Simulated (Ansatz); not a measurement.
Ansatz (a first-principles code) input (CCSD(T)/aug-cc-pVDZ):

Ansatz 0.2 input:
```yaml
crystal:
  periodic: [false, false, false]
  atoms:
    - {symbol: B, position_ang: [-0.02219772, 0.00787577, -0.00697393]}
    - {symbol: F, position_ang: [0.37424511, -1.20144413, -0.35675152]}
    - {symbol: F, position_ang: [0.75011071, 0.80252183, 0.70999415]}
    - {symbol: O, position_ang: [-1.25102673, 0.44386524, -0.39303925]}
basis:
  gaussian:
    orbitals: aug-cc-pVDZ
magnetization: {spin_polarized: true, initial_magnetization: 1}
correlation: {method: ccsd_t, electrons: outside_noble_gas}
output: {forces: true}
```

End of the output:

```
integrals: 0.16 GiB planned
867 factors; integrals over basis functions are off by at most 2.0e-4 eV
mean field: 0.25 GiB planned
mean field evaluation 1: about -8122.5588 eV, gradient 2.3e1 eV
mean field evaluation 2: about -8122.5595 eV, gradient 2.3e1 eV
mean field evaluation 4: about -8124.8684 eV, gradient 2.5e0 eV
mean field evaluation 8: about -8124.9189 eV, gradient 1.5e-1 eV
mean field evaluation 16: about -8124.9122 eV, gradient 7.3e-1 eV
mean field evaluation 32: about -8124.4868 eV, gradient 5.4e0 eV
mean field evaluation 64: about -8124.2643 eV, gradient 2.7e-1 eV
mean field evaluation 96: about -8124.9191 eV, gradient 1.2e-1 eV
mean field -8124.91926804 eV, -298.5852758324 hartree, gradient 1.6e-6 eV, S^2 0.757140; 7 other end points of the search recorded, 0 dependent functions left out
determinant -8124.91926804 eV, -298.5852758324 hartree, with singles and doubles -8142.34166453 eV, -299.2255370941 hartree
determinant -8124.26541662 eV, -298.5612472361 hartree, with singles and doubles -8141.63532780 eV, -299.1995796982 hartree
determinant -8121.82226650 eV, -298.4714631250 hartree, with singles and doubles -8139.42214675 eV, -299.1182467946 hartree
4 core orbitals not correlated
reference -8124.91926804 eV, -298.5852758324 hartree; 12, 11 occupied and 76, 77 virtual orbitals, 867 factors
densities: 1.15 GiB planned
second order -17.00867924 eV of doubles, -0.00000000 eV of singles
coupled cluster: 0.76 GiB planned
cycle   1  -17.40082053 eV  change   -5.7e-1 eV  update   4.0e-2
cycle   2  -17.46566724 eV  change   -6.5e-2 eV  update   9.5e-3
cycle   3  -17.47001094 eV  change   -4.3e-3 eV  update   5.6e-3
cycle   4  -17.47281431 eV  change   -2.8e-3 eV  update   1.3e-3
cycle   5  -17.47316266 eV  change   -3.5e-4 eV  update   7.0e-4
cycle   6  -17.47367136 eV  change   -5.1e-4 eV  update   3.2e-4
cycle   7  -17.47385458 eV  change   -1.8e-4 eV  update   1.6e-4
cycle   8  -17.47386159 eV  change   -7.0e-6 eV  update   5.3e-5
cycle   9  -17.47387015 eV  change   -8.6e-6 eV  update   3.1e-5
cycle  10  -17.47386588 eV  change    4.3e-6 eV  update   1.1e-5
cycle  11  -17.47386575 eV  change    1.3e-7 eV  update   5.8e-6
cycle  12  -17.47386510 eV  change    6.4e-7 eV  update   1.8e-6
cycle  13  -17.47386508 eV  change    2.6e-8 eV  update   7.9e-7
cycle  14  -17.47386476 eV  change    3.2e-7 eV  update   3.3e-7
cycle  15  -17.47386488 eV  change   -1.2e-7 eV  update   1.4e-7
perturbative correction -0.42506400 eV, -0.0156208139 hartree
the calculation of the forces begins
Total energy: -8142.81819692 eV, -299.2430493364 hartree
Atom 0 at    -0.022198     0.007876    -0.006974 Å, force    -0.179847     0.063810    -0.056503 eV/Å
Atom 1 at     0.374245    -1.201444    -0.356752 Å, force     0.344278    -1.017964    -0.289447 eV/Å
Atom 2 at     0.750111     0.802522     0.709994 Å, force     0.659351     0.661875     0.604760 eV/Å
Atom 3 at    -1.251027     0.443865    -0.393039 Å, force    -0.823782     0.292279    -0.258810 eV/Å
Dipole moment:     0.002705    -0.000960     0.000850 e Å
```

It need not be the lowest isomer of its formula.
